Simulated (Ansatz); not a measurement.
Cost and result for the atomization energy of BrH7O2Si3, SMILES `[SiH3]O[SiH](Br)O[SiH3]` (13 atoms, 12 bonds).

Cartesian coordinates in Å:
```
Si 1.954 0.180 -1.531
O 1.469 -0.521 -0.124
Si 0.567 -0.324 1.199
Br 0.613 1.824 1.776
O -0.965 -0.752 0.935
Si -2.438 -0.212 0.435
H 2.893 1.291 -1.243
H 2.631 -0.864 -2.335
H 0.775 0.701 -2.269
H 1.122 -1.128 2.294
H -3.006 0.711 1.447
H -3.312 -1.398 0.280
H -2.303 0.492 -0.865
```

The species carries charge 0 and has multiplicity 1. Correlated methods include outer-core shells of Br, which these sets cover unevenly. Scalar relativity is left out up to krypton. All single points use the PBE0-D4/def2-TZVP geometry. It is one conformer, not always the lowest. Program: Ansatz. All runs use 2 threads of an AMD EPYC 7R13 on a shared host and a share of an NVIDIA H100 80 GB. Times are those of one run each, without the atoms' runs, and a repeat can differ threefold. Electronic energies, without spin–orbit coupling; frozen cores. CCSD(T)/CBS adds CCSD(T) − MP2 in def2-TZVPP to the MP2 limit, and its time is that of the two runs behind it. T1 = 0.010. With those shells the extrapolation isn't a true limit. B3LYP takes the VWN-RPA correlation (the form of Gaussian; ORCA's B3LYP/G).

CCSD(T)/CBS is a level of theory with its own doubt, some kJ/mol a heavy atom from the limit and from the frozen cores, so smaller differences don't rank the functionals.

| level | functions | wall time | atomization (kJ/mol) | difference from CCSD(T)/CBS | per bond |
| --- | --- | --- | --- | --- | --- |
| PBE-D4/def2-TZVPP (with forces) | 334 | 1.9 s | 4480.1 | -78.7 | -6.6 |
| PBE0-D4/def2-TZVPP | 334 | 2 s | 4444.3 | -114.5 | -9.5 |
| r2SCAN-D4/def2-TZVPP (with forces) | 334 | 2.1 s | 4525.6 | -33.2 | -2.8 |
| B2PLYP/def2-TZVPP | 334 | 2.5 s | 4462.1 | -96.7 | -8.1 |
| B3LYP-D4/def2-TZVPP (with forces) | 334 | 3.9 s | 4503.5 | -55.3 | -4.6 |
| ωB97M-V/def2-TZVPP (with forces) | 334 | 4.7 s | 4531.5 | -27.3 | -2.3 |
| ωB97X-V/def2-TZVPP | 334 | 4.9 s | 4553.7 | -5.1 | -0.4 |
| MP2/def2-QZVPP | 623 | 5.5 s | 4571.6 | 12.8 | 1.1 |
| CCSD(T)/def2-TZVPP | 334 | 6 s | 4417.3 | -141.5 | -11.8 |
| CCSD(T)/CBS(def2) | – | 12 s | 4558.8 | 0.0 | 0.0 |

The D4 term adds +63.1 kJ/mol with B3LYP and +33.9 kJ/mol with PBE0; it sums over pairs of atoms, weighted by their polarisabilities, and B3LYP, whose exchange is more repulsive, gets the larger term. From PBE to PBE0 (25 % exact exchange), in def2-TZVPP and without D4, the atomization energy moves by −30.8 kJ/mol: exact exchange takes away binding that semilocal exchange gives to molecules. In def2-TZVPP, CCSD(T) changes the Hartree–Fock value by +1005.0 kJ/mol (the triples alone add +52.1 kJ/mol) and MP2 by +1073.1 kJ/mol; breaking electron pairs costs correlation energy, which Hartree–Fock lacks.
